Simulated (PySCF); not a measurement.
Species: C₅H₈F₂O.
Bonds: C1–C2, C2–F3, C2–F4, C2–O5, O5–C6, C6–C7, C7–C8, C6–C8. Hydrogens: H9, H10, H11 on C1; H12 on C6; H13, H14 on C7; H15, H16 on C8.

All values: CAM-B3LYP/def2-SVPD (PySCF, non-relativistic), on one gas-phase PBE0-D3(BJ)/def2-SVP geometry that isn't relaxed in the solvent. The solvent is an IEF-PCM continuum (cavity from Bondi-type radii × 1.2), and excitations are vertical TDDFT with non-equilibrium linear response and a frozen core. Specific hydrogen bonds and non-electrostatic terms are outside this model.

Gas-phase singlets (H = HOMO, L = LUMO):

```tsv
state	E (eV)	λ (nm)	f	leading configurations
S1	8.029	154	0.007	H→L 64%, H→L+1 26%
S2	8.445	147	0.011	H→L+2 62%, H→L+3 9%
S3	8.512	146	0.004	H-1→L 49%, H-1→L+1 37%
S4	8.742	142	0.007	H→L+3 40%, H→L+2 25%
S5	8.792	141	0.016	H→L+1 46%, H→L+3 35%
```

How does the list change in chloroform (ε = 4.711)?

| state | E (eV) | λ (nm) | f | leading configurations | change by rank (eV) |
| --- | --- | --- | --- | --- | --- |
| S1 | 8.093 | 153 | 0.009 | H→L 68%, H→L+1 22% | +0.064 |
| S2 | 8.475 | 146 | 0.016 | H→L+2 59%, H→L+3 17% | +0.030 |
| S3 | 8.575 | 145 | 0.004 | H-1→L 50%, H-1→L+1 38% | +0.063 |
| S4 | 8.746 | 142 | 0.020 | H→L+3 58%, H→L+2 26% | +0.004 |
| S5 | 8.790 | 141 | 0.009 | H→L+1 60%, H→L 15% | -0.002 |

What are the lowest 5 singlets in acetone (ε = 20.49)?

| state | E (eV) | λ (nm) | f | leading configurations | change by rank (eV) |
| --- | --- | --- | --- | --- | --- |
| S1 | 8.115 | 153 | 0.009 | H→L 70%, H→L+1 20% | +0.086 |
| S2 | 8.489 | 146 | 0.015 | H→L+2 57%, H→L+3 19% | +0.044 |
| S3 | 8.600 | 144 | 0.004 | H-1→L 50%, H-1→L+1 37% | +0.088 |
| S4 | 8.742 | 142 | 0.020 | H→L+3 52%, H→L+2 21% | 0.000 |
| S5 | 8.802 | 141 | 0.006 | H→L+1 53%, H→L 14% | +0.010 |

The ground-state energy changes by -0.159 eV from gas to acetone. By how much does the total energy of gas-phase S2 change?

E(S2) = E(S0) + excitation energy, so it changes by -0.159 + 0.044 = -0.115 eV: it is lowered less than the ground state, which is what a blue shift means. This is the vertical state, with the slow part of the continuum still set for S0.

How do the frontier levels move from gas to acetone?

```csv
orbital,gas (eV),solvent (eV),change (eV),"Löwdin shares, gas","Löwdin shares, solvent"
LUMO+2,2.09,2.14,+0.05,"H16 18 %, C8 14 %, O5 13 %, H12 11 %","H16 18 %, C8 17 %, O5 13 %, F3 11 %"
LUMO+1,1.81,2.02,+0.21,"C7 16 %, H14 16 %, C1 14 %, H15 7 %","C7 23 %, H14 18 %, H13 8 %, C1 7 %"
LUMO,1.45,1.51,+0.06,"C1 17 %, C2 8 %, C8 7 %, C7 7 %","C1 16 %, C2 11 %, F4 10 %, F3 9 %"
HOMO,-9.52,-9.47,+0.05,"O5 27 %, C8 26 %, C6 23 %, C7 9 %","C8 27 %, O5 25 %, C6 24 %, C7 9 %"
HOMO-1,-10.11,-10.02,+0.09,"C7 34 %, C6 20 %, C8 17 %, O5 11 %","C7 35 %, C6 20 %, C8 18 %, O5 10 %"
HOMO-2,-11.51,-11.53,-0.02,"O5 41 %, C8 9 %, C6 9 %, F3 8 %","O5 41 %, C6 9 %, C8 9 %, F3 8 %"
HOMO-3,-11.87,-11.71,+0.16,"C8 28 %, C7 20 %, H16 12 %, H15 11 %","C8 28 %, C7 24 %, H13 12 %, H16 11 %"
```

The HOMO–LUMO gap goes from 10.97 to 10.98 eV. Rows go by rank; for LUMO the atom shares or the degeneracy differ between the runs, so the row needn't follow one orbital.

The values belong to the conformer `[CH3:1][C:2]([F:3])([F:4])[O:5][CH:6]1[CH2:7][CH2:8]1`: C1–C2–O5–C6 -176°, C2–O5–C6–C7 -155°.
